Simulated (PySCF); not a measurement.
CH4ClFOSi2, SMILES O=C([SiH2]F)[SiH2]Cl.

Coordinates come from a PBE0-D3(BJ)/def2-SVP optimisation. The structure was generated by enumeration, and PubChem lists no compound with its InChIKey, so it may never have been made. Other conformers were not sampled.

Vertical ionisation energy (IE) and electron affinity (EA) in eV. Rows of orbital energies are one-electron estimates. Where ΔSCF, EOM or ADC give a negative EA the extra electron is unbound and the value depends on the basis.

| level | IE | EA |
|---|---|---|
| −ε(HOMO), −ε(LUMO), HF/def2-TZVP (PySCF) | (withheld) | (withheld) |
| −ε(HOMO), −ε(LUMO), PBE/def2-TZVP (PySCF) | 5.59 | 3.57 |

Q: What belongs in the gaps? (The exact figures need the calculation; the answer reports its results.)

A: 
- −ε(HOMO), −ε(LUMO), HF/def2-TZVP (PySCF), IE: 10.28
- −ε(HOMO), −ε(LUMO), HF/def2-TZVP (PySCF), EA: -1.55
